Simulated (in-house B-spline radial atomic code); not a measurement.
Radial electron density of Zn V (Zn4+), [Ar] 3d7 4p1. Level of theory: non-relativistic PBE0, spin-polarised, spherical fractional occupations, exact exchange averaged over the configuration, point nucleus; calculated with a radial B-spline atomic code at the basis-set limit.

Columns: r (bohr), 4πr²n(r) (electrons per bohr), bar.

```
 0.00218   0.9671 #
 0.00265    1.389 #
 0.00323    1.994 ##
 0.00393     2.83 ###
 0.00479    3.993 ####
 0.00584    5.573 ######
 0.00711    7.655 ########
 0.00866    10.35 ###########
  0.0105    13.63 ##############
  0.0128    17.66 ###################
  0.0156     22.2 #######################
  0.0191    27.05 ############################
  0.0232    31.37 #################################
  0.0283    34.71 #####################################
  0.0344    36.26 ######################################
  0.0419    35.72 ######################################
  0.0511    33.39 ###################################
  0.0622    30.58 ################################
  0.0758    29.17 ###############################
  0.0923    30.75 ################################
   0.112    35.13 #####################################
   0.137    40.18 ##########################################
   0.167    41.77 ############################################
   0.203    37.64 ########################################
   0.247    29.26 ###############################
   0.301     21.5 #######################
   0.367    18.92 ####################
   0.447    21.24 ######################
   0.545    23.69 #########################
   0.663    22.01 #######################
   0.808    16.19 #################
   0.984    9.455 ##########
     1.2    4.528 #####
    1.46    2.058 ##
    1.78     1.08 #
    2.17   0.6436 #
    2.64   0.3325 
    3.21   0.1225 
    3.91  0.02805 
    4.77 0.003494 
    5.81 0.0002174 
    7.07 5.942e-06
```

On this grid the curve has 3 maxima, near 0.0344, 0.167, 0.545 bohr.

The 4p up radial function P(r) = rR(r), positive near the nucleus:

```json
{"r (bohr)": "0.00323", "P": "0.001084"}
{"r (bohr)": "0.00479", "P": "0.002329"}
{"r (bohr)": "0.00711", "P": "0.004956"}
{"r (bohr)": "0.0105", "P": "0.01027"}
{"r (bohr)": "0.0156", "P": "0.021"}
{"r (bohr)": "0.0232", "P": "0.04146"}
{"r (bohr)": "0.0344", "P": "0.07705"}
{"r (bohr)": "0.0511", "P": "0.1322"}
{"r (bohr)": "0.0758", "P": "0.1991"}
{"r (bohr)": "0.112", "P": "0.2427"}
{"r (bohr)": "0.167", "P": "0.1924"}
{"r (bohr)": "0.247", "P": "-0.009935"}
{"r (bohr)": "0.367", "P": "-0.2944"}
{"r (bohr)": "0.545", "P": "-0.3883"}
{"r (bohr)": "0.808", "P": "-0.068"}
{"r (bohr)": "1.2", "P": "0.4973"}
{"r (bohr)": "1.78", "P": "0.8046"}
{"r (bohr)": "2.64", "P": "0.5649"}
{"r (bohr)": "3.91", "P": "0.1673"}
{"r (bohr)": "5.81", "P": "0.01474"}
```
